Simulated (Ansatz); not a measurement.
The cluster Ge2S4⁻, relaxed as a doublet with UKS PBE-D4/def2-SVPD in Ansatz, starting from the GFN2-xTB geometry. Force threshold 0.02 eV/Å.

The relaxation made no stability test and no search for a lower SCF solution. Another isomer (doublet) lies 0.73 eV lower at PBE0-D4/def2-TZVPD; other spin states weren't run for this one.

Start:

```xyz
6

Ge   -0.2462    0.9054   -2.4736
Ge    0.7084   -0.6897    0.0586
S    -0.0824   -0.6920    3.3157
S     1.3175    1.3793   -0.9399
S    -0.8755   -1.0882   -1.6676
S    -0.8218    0.1851    1.7068
```

Estimate the energy that the relaxation releases and the steps that it takes.

2.9 kcal/mol, in 16 steps; 62 s on 4 threads of Arm Neoverse V2 on a shared host. No frequencies were taken in this run, so the end may be a saddle point.

Does the start keep its bonding?

By distances, no bond broke or formed. The bond that changes most is S3–S6, from 1.98 to 2.02 Å (atoms count from 1).

Predict the relaxed structure.


| atom | x (Å) | y (Å) | z (Å) |
| --- | --- | --- | --- |
| Ge1 | -0.0893 | 0.9447 | -2.5425 |
| Ge2 | 0.6934 | -0.8516 | -0.0088 |
| S3 | 0.0936 | -0.3620 | 3.3747 |
| S4 | 1.2192 | 1.3864 | -0.7363 |
| S5 | -0.9962 | -0.9776 | -1.7250 |
| S6 | -0.9207 | -0.1398 | 1.6379 |
Bond lengths: 5 × Ge–S 2.27 to 2.41 Å; 1 × S–S 2.02 Å.
